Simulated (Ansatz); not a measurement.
SbTe₄ was relaxed with PBE-D4 (def2-SVP) in Ansatz in these states: neutral doublet, neutral quartet. The geometries follow in no particular order.

In the def2 sets Sb, Te take a core potential; there is no spin–orbit coupling.

A:

```tsv
atom	x (Å)	y (Å)	z (Å)
Sb1	-2.420	-0.401	0.030
Te2	-0.843	-0.427	-2.208
Te3	2.206	-0.002	-1.200
Te4	1.836	-0.016	1.467
Te5	-0.779	0.846	1.911
```

B:

```
atom   x (Å)   y (Å)   z (Å)
 Sb1   0.707   0.744   2.114
 Te2   1.738  -1.294   0.518
 Te3  -0.391  -1.852  -1.169
 Te4  -0.659   0.750  -1.990
 Te5  -1.394   1.652   0.527
```

Task: Judge from the bond lengths which geometry belongs to which state (an estimate).

Result: A is the neutral quartet (Te2–Te3 3.239 Å, Te3–Te4 2.693 Å, Sb1–Te2 2.738 Å); B is the neutral doublet (Te2–Te3 2.773 Å, Te3–Te4 2.742 Å, Sb1–Te2 2.786 Å).

At PBE0-D4/def2-TZVP a doublet lies 1.34 eV below the neutral quartet. These are the stationary points nearest to one start from a short search; other shapes may lie lower in each state.
